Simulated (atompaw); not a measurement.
# u(r) = r·R(r): atom against pseudo-atom (In)

Columns: radius, all-electron u(r) and pseudo u(r) of the 5s shell (level -8.21 eV) of indium in the configuration [Kr] 4d10 5s2 5p1; PBE, scalar-relativistic, PAW (atompaw) scheme, atompaw 4.2.0.5.

```csv
r (bohr),all-electron,pseudo
0.100,-0.1281,0.0561
0.200,0.1472,0.1118
0.300,0.1841,0.1667
0.400,0.0017,0.2203
0.500,-0.1933,0.2725
0.600,-0.3045,0.3226
0.700,-0.3195,0.3706
0.800,-0.2602,0.4160
0.900,-0.1556,0.4586
1.000,-0.0302,0.4981
1.100,0.0986,0.5345
1.200,0.2204,0.5674
1.300,0.3294,0.5968
1.400,0.4229,0.6226
1.500,0.5005,0.6447
1.600,0.5629,0.6631
1.700,0.6111,0.6778
1.800,0.6468,0.6888
1.900,0.6714,0.6960
2.000,0.6866,0.6997
2.100,0.6938,0.6997
2.200,0.6941,0.6962
2.300,0.6888,0.6893
2.400,0.6789,0.6789
2.500,0.6652,0.6652
2.600,0.6485,0.6485
```

How many radial nodes do the two functions have?

The all-electron 5s function has n − l − 1 = 4 (the table is too coarse to show those close to the nucleus); the pseudo-wave has 0, since the states of the same l below it are removed with the core.

Where does each function peak?

Outermost all-electron maximum near 2.20 bohr, pseudo maximum near 2.00 bohr (to the table’s step).

Is the pseudo-wave norm-conserving?

No, it belongs to a PAW set: the norm inside the radius is not constrained, and the difference is carried by the augmentation charge.
